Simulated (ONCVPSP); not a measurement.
**Si: ONCV pseudisation with PBE, scalar-relativistic reference atom.**

ONCVPSP 4.0.1 was run on this input:

```
# ATOM AND REFERENCE CONFIGURATION
# atsym  z   nc   nv     iexc    psfile
  Si 14.00    1    4        4      upf
#
#   n    l    f
    1    0    2.00
    2    0    2.00
    2    1    6.00
    3    0    1.50
    3    1    2.50
#
# PSEUDOPOTENTIAL AND OPTIMIZATION
# lmax
    1
#
#   l,   rc,      ep,       ncon, nbas, qcut
    0    1.05    0.00    4    8    9.00
    1    0.85    0.00    4    8   19.60
#
# LOCAL POTENTIAL
# lloc, lpopt,  rc(5),   dvloc0
    4    5    0.75    0.00
#
# VANDERBILT-KLEINMAN-BYLANDER PROJECTORs
# l, nproj, debl
    0    2    0.80
    1    2    0.90
#
# MODEL CORE CHARGE
# icmod, fcfact, rcfact
    3    3.00    1.15
#
# LOG DERIVATIVE ANALYSIS
# epsh1, epsh2, depsh
   -7.00    5.00    0.04
#
# OUTPUT GRID
# rlmax, drl
    6.00    0.01
#
# TEST CONFIGURATIONS
# ncnf
    4
# nvcnf
#   n    l    f
    4
    2    0    2.00
    2    1    6.00
    3    0    2.00
    3    1    2.00
#
    4
    2    0    2.00
    2    1    6.00
    3    0    2.00
    3    1    1.00
#
    4
    2    0    2.00
    2    1    6.00
    3    0    2.00
    3    1    0.00
#
    4
    2    0    2.00
    2    1    6.00
    3    0    2.00
    3    1    1.50
#
```

Command:

```bash
oncvpsp.x < Si.dat > Si.out
```

Output (shortened: citation, most of the input echo, consistency checks and plot data are left out):

```
ONCVPSP  (Optimized Norm-Conservinng Vanderbilt PSeudopotential)
scalar-relativistic version 4.0.1

#   n    l    f        energy (Ha)
    1    0    2.00    -6.5663966E+01
    2    0    2.00    -5.1575260E+00
    2    1    6.00    -3.5425229E+00
    3    0    1.50    -4.1154570E-01
    3    1    2.50    -1.6107748E-01

Reference configufation results
  iterations    26
  all-electron total energy (Ha)   -2.89712349D+02

Begin loop to  construct optimized pseudo wave functions
and semi-local pseudopoentials for all angular momenta

Calculating optimized projector #   1

 for l=   0

    Fraction of norm inside rc  0.955570
    Optimizing pswf for qcut=   9.01 a_B^-1,  ecut=  40.61 Ha
    Residual kinetic energy error=  2.23D-05 Ha

    Energy error per electron        Cutoff
         Ha          eV             Ha
         0.01000     0.27211       24.02
         0.00100     0.02721       31.07
         0.00010     0.00272       37.06
         0.00001     0.00027       51.91

Calculating optimized projector #   2

 for l=   0

    Fraction of norm inside rc  0.056759
    Optimizing pswf for qcut=   9.01 a_B^-1,  ecut=  40.61 Ha
    Residual kinetic energy error=  9.54D-06 Ha

    Energy error per electron        Cutoff
         Ha          eV             Ha
         0.01000     0.27211       17.58
         0.00100     0.02721       24.54
         0.00010     0.00272       30.39
         0.00001     0.00027       39.55

Calculating optimized projector #   1

 for l=   1

    Fraction of norm inside rc  0.875343
    Optimizing pswf for qcut=  19.62 a_B^-1,  ecut= 192.40 Ha
    Residual kinetic energy error=  2.54D-08 Ha

    Energy error per electron        Cutoff
         Ha          eV             Ha
         0.01000     0.27211      104.69
         0.00100     0.02721      128.47
         0.00010     0.00272      146.75
         0.00001     0.00027      162.36

Calculating optimized projector #   2

 for l=   1

    Fraction of norm inside rc  0.024021
    Optimizing pswf for qcut=  19.62 a_B^-1,  ecut= 192.40 Ha
    Residual kinetic energy error=  8.53D-09 Ha

    Energy error per electron        Cutoff
         Ha          eV             Ha
         0.01000     0.27211       74.41
         0.00100     0.02721      105.10
         0.00010     0.00272      131.38
         0.00001     0.00027      152.28

Construct Vanderbilt / Kleinmman-Bylander projectors

B matrix Hermiticity error, ll=   0
   1   2    4.9949E-04

  Orthonormal projector coefficients  6.2577E+00  7.3596E-01

B matrix Hermiticity error, ll=   1
   1   2    2.6621E-04

  Orthonormal projector coefficients -2.0039E+01 -4.9970E+00

Model core correction analysis
  based on d2Exc/dn_idn_j

d2excae - all-electron derivatives

   -8.413332D-02   -7.557209D-02   -4.807138D-03   -2.346775D-03
   -7.557346D-02   -8.183874D-02   -5.088603D-03   -3.151084D-03
   -4.806619D-03   -5.088217D-03   -3.729783D-02   -2.878073D-02
   -2.346779D-03   -3.151153D-03   -2.878150D-02   -2.742192D-02

d2excps - pseudofunction derivatives with no core correction

   -8.520424D-02   -7.992184D-02   -5.217137D-03   -2.761645D-03
   -7.992346D-02   -8.338022D-02   -5.280592D-03   -3.200133D-03
   -5.216691D-03   -5.280219D-03   -3.734409D-02   -2.880389D-02
   -2.761744D-03   -3.200242D-03   -2.880466D-02   -2.742410D-02

rms 2nd derivative error    1.622654E-03

rmatch, rhocmatch    0.1853  130.8582

Teter function model core charge with specified parameters

d2excps - pseudofunction derivatives with core correction

   -7.987583D-02   -8.003176D-02   -4.725021D-03   -2.760170D-03
   -8.003153D-02   -8.390710D-02   -5.284126D-03   -3.225543D-03
   -4.724445D-03   -5.283772D-03   -3.729871D-02   -2.880344D-02
   -2.760173D-03   -3.225664D-03   -2.880421D-02   -2.742531D-02

rms 2nd derivative error    1.978181E-03

Pseudoatom total energy -101.184314

Diagnostic tests using Vanderbilt-Kleinman-Bylander pseudopotentials
  1 or more projectors used as specified by nproj input data

   l    rcore       rmatch      e in        delta e   norm test  slope test

   0   1.0504341   1.0823275  -5.1575260   0.0000241   1.0001317   1.0001140
   0   1.0504341   1.0823275  -0.4115457   0.0000124   1.0000586   1.0000396

   1   0.8519998   0.8778683  -3.5425229  -0.0000322   1.0001715   1.0002010
   1   0.8519998   0.8778683  -0.1610775   0.0000136   1.0001087   1.0001061

 Testing for bound ghosts
   n   l    E NL Schr. Eq   E Basis Diag.   E Cutoff

   1   0       -5.157502       -5.157499    239.18
   2   0       -0.411533       -0.229474    239.18

   2   1       -3.542555       -3.542124    417.48
   3   1       -0.161064        0.526611    417.48

 Testing for highly-localized positive-energy ghosts
       l    <radius>/rc     E Basis Diag.   E Cutoff

Test configuration 0

   n   l     f        eae           eps        diff
   1   0  2.0000  -65.66396615
   2   0  2.0000   -5.15752595   -5.15750188    2.41D-05
   2   1  6.0000   -3.54252293   -3.54255515   -3.22D-05
   3   0  1.5000   -0.41154570   -0.41153327    1.24D-05
   3   1  2.5000   -0.16107748   -0.16106388    1.36D-05

    Total energies and differences
      AE_ref= -2.89712349D+02  AE_tst= -2.89712349D+02  dif=  0.00D+00
      PS_ref= -1.01184314D+02  PS_tst= -1.01184314D+02  dif= -1.85D-13
      PSP excitation error=  1.85D-13

Test configuration 1

   n   l     f        eae           eps        diff
   1   0  2.0000  -65.63199305
   2   0  2.0000   -5.12654738   -5.12605748    4.90D-04
   2   1  6.0000   -3.51173570   -3.51117362    5.62D-04
   3   0  2.0000   -0.39736459   -0.39734222    2.24D-05
   3   1  2.0000   -0.14998149   -0.14996163    1.99D-05

    Total energies and differences
      AE_ref= -2.89712349D+02  AE_tst= -2.89836820D+02  dif= -1.24D-01
      PS_ref= -1.01184314D+02  PS_tst= -1.01308787D+02  dif= -1.24D-01
      PSP excitation error=  2.83D-06

Test configuration 2

   n   l     f        eae           eps        diff
   1   0  2.0000  -65.98789348
   2   0  2.0000   -5.47570426   -5.47515566    5.49D-04
   2   1  6.0000   -3.86146401   -3.86031676    1.15D-03
   3   0  2.0000   -0.69950321   -0.69946328    3.99D-05
   3   1  1.0000   -0.42834919   -0.42828140    6.78D-05

    Total energies and differences
      AE_ref= -2.89712349D+02  AE_tst= -2.89552380D+02  dif=  1.60D-01
      PS_ref= -1.01184314D+02  PS_tst= -1.01024373D+02  dif=  1.60D-01
      PSP excitation error=  2.92D-05

Test configuration 3

   n   l     f        eae           eps        diff
   1   0  2.0000  -66.43699071
   2   0  2.0000   -5.90942986   -5.90891727    5.13D-04
   2   1  6.0000   -4.29635628   -4.29414314    2.21D-03
   3   0  2.0000   -1.04868596   -1.04861166    7.43D-05

    Total energies and differences
      AE_ref= -2.89712349D+02  AE_tst= -2.88964655D+02  dif=  7.48D-01
      PS_ref= -1.01184314D+02  PS_tst= -1.00436740D+02  dif=  7.48D-01
      PSP excitation error=  1.22D-04

Test configuration 4

   n   l     f        eae           eps        diff
   1   0  2.0000  -65.79727539
   2   0  2.0000   -5.28940404   -5.28887422    5.30D-04
   2   1  6.0000   -3.67481114   -3.67401039    8.01D-04
   3   0  2.0000   -0.54123268   -0.54120251    3.02D-05
   3   1  1.5000   -0.28211053   -0.28207255    3.80D-05

    Total energies and differences
      AE_ref= -2.89712349D+02  AE_tst= -2.89729458D+02  dif= -1.71D-02
      PS_ref= -1.01184314D+02  PS_tst= -1.01201434D+02  dif= -1.71D-02
      PSP excitation error=  1.16D-05
```

The run took about 2.6 s on one core of a shared server CPU.
